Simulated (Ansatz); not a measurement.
CH5Si (SMILES [CH2][SiH3]), doublet, geometry from GFN2-xTB; Ansatz (an electronic-structure program) with PBE0/6-31G.

The Ansatz input:
Ansatz 0.2 input:
```yaml
crystal:
  periodic: [false, false, false]
  atoms:
    - {symbol: C, position_ang: [-0.01711389, 0.13861103, -1.25945287]}
    - {symbol: Si, position_ang: [0.00774095, -0.06609183, 0.57241213]}
    - {symbol: H, position_ang: [-0.92959358, 0.22915764, -1.82227983]}
    - {symbol: H, position_ang: [0.88009381, 0.20740535, -1.84926448]}
    - {symbol: H, position_ang: [0.03350168, 1.24334789, 1.24448153]}
    - {symbol: H, position_ang: [-1.19792114, -0.77868484, 1.00294438]}
    - {symbol: H, position_ang: [1.20822931, -0.80760657, 0.96706573]}
basis:
  gaussian:
    orbitals: 6-31G
    occupation: {up: {"A'": 10, "A''": 3}, down: {"A'": 9, "A''": 3}}
hamiltonian:
  xc: pbe0
magnetization: {spin_polarized: true, initial_magnetization: 1}
```

It wrote (shortened):

```
Functional definition: PBE0
the irreps are read with x along [0.012, 1.000, -0.000], y along [0.015, -0.000, 1.000] and z along [1.000, -0.012, -0.015] of the geometry given
427 factors; integrals over basis functions are off by at most 2.6e-4 eV
mean field evaluation 1: about -8985.6536 eV, gradient 1.9e1 eV
mean field evaluation 2: about -8987.5498 eV, gradient 1.6e0 eV
mean field evaluation 4: about -8987.7023 eV, gradient 4.4e-1 eV
mean field evaluation 8: about -8987.7038 eV, gradient 3.5e-5 eV
mean field -8987.70376521 eV, -330.2920212872 hartree, gradient 1.3e-6 eV, S^2 0.754379; 0 other end points of the search recorded, 0 dependent functions left out
reference -8987.70378635 eV, -330.2920220640 hartree; 13, 12 occupied and 19, 20 virtual orbitals, 427 factors
Total energy: -8987.70378635 eV, -330.2920220640 hartree
```
